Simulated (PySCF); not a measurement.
## Input and output

BiF5 (singlet). PySCF 2.14.0, RKS CAM-B3LYP, Bi def2-SVP with ECP60, F def2-SVP; non-relativistic Hamiltonian with scalar-relativistic core potentials where named; density fitting; no spin-orbit coupling. Purpose: singlet excitations, Tamm-Dancoff CAM-B3LYP.

```python
mol = gto.M(atom='''
Bi    -0.00000    -0.00000     0.00589
F     -0.00000    -0.00000     2.02837
F      2.03352    -0.00000    -0.06766
F      0.00000     1.82816    -0.87190
F     -2.03352     0.00000    -0.06766
F      0.00000    -1.82816    -0.87190''',
    basis={'Bi': 'def2-SVP', 'F': 'def2-SVP'},
    ecp={'Bi': 'def2-SVP'},
    charge=0, spin=0)
mf = dft.RKS(mol, xc='CAMB3LYP')
mf.grids.atom_grid = (50, 194)
mf = mf.density_fit()  # fitting sets: Bi def2-universal-JKFIT, F def2-universal-JKFIT
mf.conv_tol = 1e-08; mf.max_cycle = 55
mf.kernel(dm0)  # dm0: converged density of the relaxed state
td = mf.TDA(); td.nstates = 8; td.kernel()
```

Run from Python with OMP_NUM_THREADS=2; the lines above give its settings. Where DIIS fails, smearing, a level shift and second-order steps follow.
It took 33 s on 2 threads of Arm Neoverse V2, on a shared host, from an already converged density.

(1) Where do the frontier levels lie, over both spins?

(2) What does the SCF print?

(3) What are the Mulliken charges and spins?

(4) Which singlet excitations follow (Tamm-Dancoff, 8 states)?

The geometry was relaxed with PBE (Bi def2-SVP with ECP60, F def2-SVP).

Results:

(1) HOMO -13.48 eV, LUMO -5.72 eV. 

(2) 
```
init E= -713.227745413792
cycle= 1 E= -713.235460987824  delta_E= -0.00772  |g|= 0.109  |ddm|= 0.43
cycle= 2 E= -713.234541520205  delta_E= 0.000919  |g|= 0.135  |ddm|= 0.205
cycle= 3 E= -713.237675211441  delta_E= -0.00313  |g|= 0.00814  |ddm|= 0.118
cycle= 4 E= -713.23768960741  delta_E= -1.44e-05  |g|= 0.00288  |ddm|= 0.0109
cycle= 5 E= -713.237690676481  delta_E= -1.07e-06  |g|= 0.0024  |ddm|= 0.00427
cycle= 6 E= -713.237691685231  delta_E= -1.01e-06  |g|= 0.00012  |ddm|= 0.00181
cycle= 7 E= -713.237691692309  delta_E= -7.08e-09  |g|= 2.47e-05  |ddm|= 0.000267
Extra cycle  E= -713.237691692358  delta_E= -4.87e-11  |g|= 2.99e-05  |ddm|= 5.01e-05
converged SCF energy = -713.237691692358
```

(3) 
| atom | charge (e) | spin (e) |
| --- | --- | --- |
| Bi1 | 1.742 | 0.000 |
| F2 | -0.352 | 0.000 |
| F3 | -0.346 | 0.000 |
| F4 | -0.349 | 0.000 |
| F5 | -0.346 | 0.000 |
| F6 | -0.349 | 0.000 |

(4) 
```json
{"state": "1", "eV": "3.73", "oscillator strength": "0.0000"}
{"state": "2", "eV": "3.84", "oscillator strength": "0.0001"}
{"state": "3", "eV": "4.07", "oscillator strength": "0.0024"}
{"state": "4", "eV": "4.10", "oscillator strength": "0.0054"}
{"state": "5", "eV": "4.28", "oscillator strength": "0.0001"}
{"state": "6", "eV": "4.49", "oscillator strength": "0.0220"}
{"state": "7", "eV": "4.59", "oscillator strength": "0.0000"}
{"state": "8", "eV": "4.61", "oscillator strength": "0.0128"}
```
